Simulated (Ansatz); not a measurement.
Isomers of CH3BFNO, relaxed with PBE0-D4/def2-TZVP in Ansatz; electronic energies, one conformer each and not always the lowest. Functionals use def2-TZVPP; CBS adds triple-zeta CCSD(T) − MP2 to the MP2 limit of def2-TZVPP and def2-QZVPP.

(1) Order them by energy at frozen-core CCSD(T)/CBS, lowest first. (Estimate.)
A. `NC1(F)BO1`
B. `FB1NCO1`
C. `FC1NBO1`
D. `OC1(F)BN1`
E. `NB1OC1F`

(2) How do PBE-D4, MP2/CBS(def2), PBE0-D4, r2SCAN-D4 place them (kJ/mol, against `FB1NCO1`)? (Best estimate.)

Results:

(1) B (0.0 kJ/mol), C (162.2 kJ/mol), E (184.3 kJ/mol), A (315.0 kJ/mol), D (357.9 kJ/mol).

(2) The calculation gave: 
```
     isomer  PBE-D4  MP2/CBS(def2)  PBE0-D4  r2SCAN-D4
`OC1(F)BN1`   332.1          363.4    345.1      347.2
  `NB1OC1F`   161.0          187.1    175.0      171.1
  `FC1NBO1`   152.1          167.0    156.7      157.4
`NC1(F)BO1`   290.7          320.2    306.9      303.0
```
